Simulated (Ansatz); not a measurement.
Reaction (cleavage of the Si–Ge bond): `[Cl][GeH2][SiH2]Br` + H₂Se → `[SeH][SiH2]Br` + `[Cl][GeH3]`

Program: Ansatz. Geometries: PBE0-D4/def2-TZVP. ΔE: electronic, gas phase. CBS: MP2 limit from def2 TZ/QZ plus the TZ coupled-cluster correction, frozen cores. Functionals use def2-TZVPP. HSE06 is defined as in plane-wave codes. For Br, Ge, Se outer-core shells are correlated without core-valence functions, which leaves a few kJ/mol of doubt a bond. Scalar relativity is left out up to krypton. One conformer a species, not always the lowest.

`[Cl][GeH2][SiH2]Br`:

Z-matrix (Å, degrees):
```
Ge
Si 1 2.383
Cl 1 2.162 2 106.2
H 1 1.538 2 113.3 3 116.6
H 1 1.535 2 113.0 3 -116.7
Br 2 2.218 1 108.3 3 63.9
H 2 1.484 1 110.9 3 -177.3
H 2 1.482 1 110.4 3 -55.0
```

H₂Se:

```xyz
3

Se   -0.003    0.538    0.422
H     0.879   -0.620    0.242
H    -0.875    0.082   -0.665
```

`[SeH][SiH2]Br`:

```xyz
6

Se   -1.670   -0.235    0.693
Si    0.366    0.404   -0.058
Br    0.778   -0.236   -2.145
H    -1.277   -1.649    0.752
H     1.445   -0.166    0.777
H     0.357    1.882   -0.020
```

`[Cl][GeH3]`:

Z-matrix (Å, degrees):
```
Ge
Cl 1 2.155
H 1 1.532 2 107.1
H 1 1.532 2 107.1 3 -120.0
H 1 1.532 2 107.1 3 120.0
```

Problem. Is it downhill or uphill in electronic energy at CCSD(T)/CBS, and by how much? (Best estimate.)

Solution. Ansatz gave: Downhill: ΔE = -0.51 eV.

Problem. What do these levels give: PBE-D4, HSE06-D4, BHLYP, HF/def2-TZVPP, CCSD/def2-TZVPP, HF/CBS(def2)? (An estimate is asked.)

Solution. Ansatz gave: PBE-D4 -0.44, HSE06-D4 -0.47, BHLYP -0.53, HF/def2-TZVPP -0.58, CCSD/def2-TZVPP -0.49, HF/CBS(def2) -0.59 eV.

Largest T1 diagnostic among the species: 0.010.

From PBE to PBE0 (25 % exact exchange), in def2-TZVPP and without D4, ΔE moves by −0.03 eV. At CCSD(T), def2-SVP lies +0.04 eV from the extrapolated value and def2-TZVPP +0.03 eV.
